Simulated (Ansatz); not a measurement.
Species: BGeH4, charge 0, doublet. BGeH4 (SMILES [GeH2][BH2], doublet).
B3LYP-D3(BJ)/def2-TZVP minimum from Ansatz (an electronic-structure program):
```
Ge
H 1 1.5375
H 1 1.5375 2 109.60
B 1 1.9814 2 125.20 3 -180.00
H 4 1.1875 1 118.95 2 180.00
H 4 1.1875 5 122.09 1 -180.00
```
Charge 0, spin multiplicity 2.

Total energies in hartree (Ansatz). Radicals and triplets start from unrestricted determinants; spin-orbit coupling is neglected. Correlated methods leave the cores frozen (noble-gas shells, and filled d and f shells in the p block). No relativity. For partners of very few electrons the exact lower level stands in for a higher one.

| species | HF/cc-pVTZ | CCSD(T)/cc-pVTZ | HF/cc-pVQZ | CCSD(T)/cc-pVQZ | CCSDT(Q)/cc-pVTZ |
|---|---|---|---|---|---|
| 1: BGeH4 (SMILES [BH2][GeH2], doublet) | -2102.36785 | -2102.62150 | -2102.37311 | -2102.63798 | -2102.62300 |
| 2: B (doublet) | -24.53207 | -24.59810 | -24.53297 | -24.60084 | -24.59852 |
| 3: Ge (triplet) | -2075.36107 | -2075.42794 | -2075.36359 | -2075.43284 | -2075.42848 |
| 4: H (doublet) | -0.49981 | -0.49981 | -0.49995 | -0.49995 | -0.49981 |

Problem. Work out the atomisation energy (electronic, to ground-state atoms) in kcal/mol: take Hartree-Fock from cc-pVQZ, extrapolate the CCSD(T) correlation energy as X^-3 (X = 3, 4), and add CCSDT(Q) - CCSD(T) in cc-pVTZ. 1 hartree = 627.51 kcal/mol.

Solution. 
Species 1: correlation (64·(-0.26487) - 27·(-0.25365))/37 = -0.27306; step -0.00150; E1 = -2102.37311 + (-0.27306) + (-0.00150) = -2102.64767
Species 2: correlation (64·(-0.06787) - 27·(-0.06603))/37 = -0.06921; step -0.00042; E2 = -24.53297 + (-0.06921) + (-0.00042) = -24.60260
Species 3: correlation (64·(-0.06925) - 27·(-0.06687))/37 = -0.07099; step -0.00054; E3 = -2075.36359 + (-0.07099) + (-0.00054) = -2075.43512
Species 4: correlation (64·(0.00000) - 27·(0.00000))/37 = 0.00000; step +0.00000; E4 = -0.49995 + (0.00000) + (+0.00000) = -0.49995
-1·E1 +1·E2 +1·E3 +4·E4 = 0.61015 hartree = 382.9 kcal/mol.
